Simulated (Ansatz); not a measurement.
Calculated with Ansatz (gas phase, PBE0-D4/def2-TZVP geometries, no zero-point term in ΔE). CCSD(T)/CBS adds triple-zeta CCSD(T) − MP2 to the extrapolated MP2 energy (def2 sets, frozen cores). DFT in def2-TZVPP. def2 core potentials past Kr. For In, Se outer-core shells are correlated without core-valence functions, which leaves a few kJ/mol of doubt a bond. Scalar relativity is left out up to krypton. One conformer a species, not always the lowest.

`CN[SiH2][SeH]` + `[CH3][InH2]` → `[CH3][InH][SeH]` + `CN[SiH3]`  (formal exchange of groups at the Se–Si bond)

Task: Is it downhill or uphill in electronic energy at CCSD(T)/CBS, and by how much? (Best estimate.)

Result: Computed: Downhill: ΔE = -55.8 kJ/mol.

Task: What do these levels give: revPBE-D4, BLYP-D4, PBE0-D4, ωB97M-V, r2SCAN, r2SCANh, r2SCAN0, CAM-B3LYP, LC-ωPBE, HF/def2-SVP, CCSD(T)/def2-TZVPP, HF/def2-QZVPP? (Estimate.)

Result: The calculation gave: revPBE-D4 -44.7, BLYP-D4 -52.0, PBE0-D4 -49.0, ωB97M-V -48.8, r2SCAN -51.9, r2SCANh -52.0, r2SCAN0 -52.4, CAM-B3LYP -53.8, LC-ωPBE -47.2, HF/def2-SVP -62.8, CCSD(T)/def2-TZVPP -53.5, HF/def2-QZVPP -62.1 kJ/mol.

Largest T1 diagnostic among the species: 0.013.

The D4 term adds +4.5 kJ/mol with B3LYP and +2.4 kJ/mol with PBE0; it sums over pairs of atoms, weighted by their polarisabilities, and B3LYP, whose exchange is more repulsive, gets the larger term. Leaving LDA and LC-ωPBE aside and taking each functional with its dispersion term where it has one, the values, not all of them listed here, spread over 13.1 kJ/mol, from B2PLYP to B97M-V. LDA lies +5.9 kJ/mol from PBE without D4. At CCSD(T), def2-SVP lies −4.5 kJ/mol from the extrapolated value and def2-TZVPP +2.3 kJ/mol.

B3LYP here is the variant with VWN-RPA as its local correlation; programs differ in this.
